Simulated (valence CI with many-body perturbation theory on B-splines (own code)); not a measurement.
In36+: electric-dipole lines

Level of theory: relativistic CI+MBPT: three valence electrons over a frozen Dirac-Fock core [Ne], a basis of 11 s, 11 p, 9 d, 7 f, 5 g, 2 h, 1 i functions for each j, with the one-electron correlation potential Σ1, the two-electron term Σ2, the three-electron term Σ3, Breit, model QED; selected CI, second order for the rest (own B-spline code, finite nucleus).

No measured spectrum was set against this ion. As an estimate, large intervals hold to a few tenths of a per cent, small ones and those within an open d or f shell to about a per cent.

Lines 201 to 250 of 271 in falling wavelength, among levels below 477.36 eV, chosen from the strongest by gf and those to the six lowest levels. Wavelengths and rates use the calculated energies. Electric multipoles are in the length gauge, E1 and E2 with the static RPA response of the core. Weak lines are less certain than strong ones. Lines between different terms over intervals too small for the method are left out, as are lines whose strength nearly cancels. The highest levels of a list are the least certain.

Levels are named by their leading jj configuration (3d3/2^4 stands for four electrons in 3d with j = 3/2), which in mixed levels can hold well under half, so a name can repeat and another be missing. Letters in brackets count levels of one name in rising energy.

```
λ vac (nm)                          Upper                       Lower   A (s⁻¹)  S (a.u.)
     6.526          (3p3/2^2 3d5/2) J=7/2  (3s 3p1/2 3d5/2) J=5/2 [a]  1.43e+10  1.57e-02
     6.506          (3p3/2^2 3d3/2) J=3/2  (3s 3p1/2 3d5/2) J=5/2 [a]  3.64e+10  1.98e-02
     6.504     (3s 3p3/2 3d5/2) J=3/2 [a]      (3s 3p1/2 3p3/2) J=5/2  9.20e+08  5.00e-04
     6.492     (3s 3d3/2 3d5/2) J=5/2 [b]   (3p1/2 3p3/2^2) J=3/2 [a]  2.08e+10  1.68e-02
     6.487     (3s 3d3/2 3d5/2) J=7/2 [b]  (3s 3p1/2 3d5/2) J=5/2 [b]  2.43e+10  2.62e-02
     6.464             (3s 3d3/2^2) J=5/2      (3s 3p1/2 3d3/2) J=5/2  1.31e+11  1.05e-01
     6.453     (3s 3d3/2 3d5/2) J=5/2 [b]      (3s 3p1/2 3d5/2) J=7/2  1.93e+10  1.54e-02
     6.412     (3s 3p3/2 3d5/2) J=5/2 [a]      (3s 3p1/2 3p3/2) J=5/2  8.30e+09  6.48e-03
     6.374             (3s 3d3/2^2) J=3/2  (3s 3p1/2 3d3/2) J=3/2 [a]  1.34e+11  6.87e-02
     6.365         (3s 3d3/2 3d5/2) J=3/2  (3s 3p1/2 3d5/2) J=5/2 [a]  6.73e+10  3.43e-02
     6.315     (3s 3p3/2 3d3/2) J=5/2 [b]  (3s 3p1/2 3p3/2) J=3/2 [b]  1.02e+11  7.59e-02
     6.274     (3s 3p3/2 3d3/2) J=1/2 [b]  (3s 3p1/2 3p3/2) J=3/2 [b]  2.70e+08  6.59e-05
     6.215     (3s 3p3/2 3d3/2) J=3/2 [b]      (3s 3p1/2 3p3/2) J=5/2  5.51e+08  2.61e-04
     6.197     (3s 3p3/2 3d5/2) J=3/2 [a]  (3s 3p1/2 3p3/2) J=3/2 [a]  5.13e+08  2.41e-04
     6.181     (3s 3d3/2 3d5/2) J=7/2 [b]  (3s 3p1/2 3d5/2) J=5/2 [a]  1.88e+10  1.75e-02
     6.153  (3p1/2 3p3/2 3d5/2) J=5/2 [c]       (3p1/2^2 3p3/2) J=3/2  3.99e+10  2.75e-02
     6.114     (3s 3p3/2 3d5/2) J=5/2 [a]  (3s 3p1/2 3p3/2) J=3/2 [a]  1.26e+09  8.50e-04
     6.114     (3s 3p3/2 3d5/2) J=7/2 [a]      (3s 3p1/2 3p3/2) J=5/2  4.26e+10  3.84e-02
     6.025         (3s 3p3/2 3d5/2) J=1/2  (3s 3p1/2 3p3/2) J=3/2 [b]  1.17e+10  2.52e-03
     5.934     (3s 3p3/2 3d3/2) J=3/2 [b]  (3s 3p1/2 3p3/2) J=3/2 [a]  1.50e+09  6.20e-04
     5.921             (3s 3p3/2^2) J=1/2          (3s^2 3p1/2) J=1/2  4.29e+09  8.78e-04
     5.902     (3s 3p3/2 3d3/2) J=5/2 [b]      (3s 3p1/2 3p3/2) J=5/2  2.37e+09  1.44e-03
     5.890     (3s 3p3/2 3d5/2) J=3/2 [b]  (3s 3p1/2 3p3/2) J=3/2 [b]  4.05e+07  1.63e-05
     5.849     (3s 3p3/2 3d5/2) J=5/2 [b]  (3s 3p1/2 3p3/2) J=3/2 [b]  2.14e+09  1.27e-03
     5.829          (3p1/2 3p3/2^2) J=1/2          (3s 3p1/2^2) J=1/2  2.40e+09  4.70e-04
     5.824     (3s 3p3/2 3d5/2) J=7/2 [b]      (3s 3p1/2 3p3/2) J=5/2  3.78e+09  2.95e-03
     5.785             (3s 3p3/2^2) J=3/2          (3s^2 3p1/2) J=1/2  2.06e+09  7.86e-04
     5.712      (3p1/2 3p3/2^2) J=3/2 [b]          (3s 3p1/2^2) J=1/2  2.32e+10  8.53e-03
     5.648     (3s 3p3/2 3d3/2) J=5/2 [b]  (3s 3p1/2 3p3/2) J=3/2 [a]  6.28e+07  3.35e-05
     5.615     (3s 3p3/2 3d3/2) J=1/2 [b]  (3s 3p1/2 3p3/2) J=3/2 [a]  2.67e+07  4.66e-06
     5.599                (3p3/2^3) J=3/2  (3s 3p1/2 3p3/2) J=3/2 [b]  3.23e+09  1.12e-03
     5.529     (3s 3p3/2 3d5/2) J=3/2 [b]      (3s 3p1/2 3p3/2) J=5/2  2.65e+09  8.85e-04
     5.493     (3s 3p3/2 3d5/2) J=5/2 [b]      (3s 3p1/2 3p3/2) J=5/2  4.51e+09  2.21e-03
     5.455     (3s 3p3/2 3d3/2) J=3/2 [a]          (3s 3p1/2^2) J=1/2  1.94e+09  6.23e-04
     5.442     (3s 3p3/2 3d3/2) J=1/2 [a]          (3s 3p1/2^2) J=1/2  2.19e+08  3.48e-05
     5.415         (3s 3p3/2 3d5/2) J=1/2  (3s 3p1/2 3p3/2) J=3/2 [a]  4.85e+08  7.61e-05
     5.306     (3s 3p3/2 3d5/2) J=3/2 [b]  (3s 3p1/2 3p3/2) J=3/2 [a]  7.61e+08  2.24e-04
     5.272     (3s 3p3/2 3d5/2) J=5/2 [b]  (3s 3p1/2 3p3/2) J=3/2 [a]  2.58e+09  1.12e-03
     5.272                (3p3/2^3) J=3/2      (3s 3p1/2 3p3/2) J=5/2  1.41e+09  4.08e-04
     5.202     (3s 3p3/2 3d5/2) J=3/2 [a]          (3s 3p1/2^2) J=1/2  1.74e+09  4.84e-04
     5.068                (3p3/2^3) J=3/2  (3s 3p1/2 3p3/2) J=3/2 [a]  3.92e+08  1.01e-04
     5.015     (3s 3p3/2 3d3/2) J=3/2 [b]          (3s 3p1/2^2) J=1/2  2.79e+08  6.93e-05
     4.785     (3s 3p3/2 3d3/2) J=1/2 [b]          (3s 3p1/2^2) J=1/2  7.35e+08  7.95e-05
     4.639         (3s 3p3/2 3d5/2) J=1/2          (3s 3p1/2^2) J=1/2  1.77e+09  1.74e-04
     4.559     (3s 3p3/2 3d5/2) J=3/2 [b]          (3s 3p1/2^2) J=1/2  4.20e+08  7.86e-05
     4.382                (3p3/2^3) J=3/2          (3s 3p1/2^2) J=1/2  1.71e+08  2.85e-05
     3.998          (3p1/2^2 3d3/2) J=3/2          (3s^2 3p3/2) J=3/2  2.29e+07  2.89e-06
     3.794          (3p1/2^2 3d5/2) J=5/2          (3s^2 3p3/2) J=3/2  1.11e+07  1.80e-06
     3.512  (3p1/2 3p3/2 3d3/2) J=3/2 [a]          (3s^2 3p3/2) J=3/2  1.43e+07  1.22e-06
     3.367  (3p1/2 3p3/2 3d5/2) J=3/2 [a]          (3s^2 3p3/2) J=3/2  7.61e+07  5.73e-06
```
